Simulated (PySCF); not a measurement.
A calculated (PBE0, PySCF 2.14, cc-pVTZ-DK, scalar relativity by spin-free X2C-1e) atom or ion has these occupied shells.

| shell | electrons | orbital energy (eV) | rms radius, mean of both spins (bohr) |
| --- | --- | --- | --- |
| 1s α | 1 | -7038.2 | 0.0675 |
| 1s β | 1 | -7038.2 | 0.0675 |
| 2s α | 1 | -835.89 | 0.289 |
| 2s β | 1 | -833.71 | 0.289 |
| 2p α | 3 | -711.32 | 0.261 |
| 2p β | 3 | -709.47 | 0.261 |
| 3s α | 1 | -101.91 | 0.871 |
| 3s β | 1 | -96.348 | 0.871 |
| 3p α | 3 | -66.488 | 0.934 |
| 3p β | 3 | -60.512 | 0.934 |
| 3d α | 5 | -11.313 | 1.29 |
| 3d β | 1 | -7.534 | 1.29 |
| 4s α | 1 | -6.299 | 3.29 |
| 4s β | 1 | -5.492 | 3.29 |

(1) Name the element and its charge.

Results:

(1) Fe (iron, neutral), in [Ar] 3d6 4s2, high-spin 5D determinant.
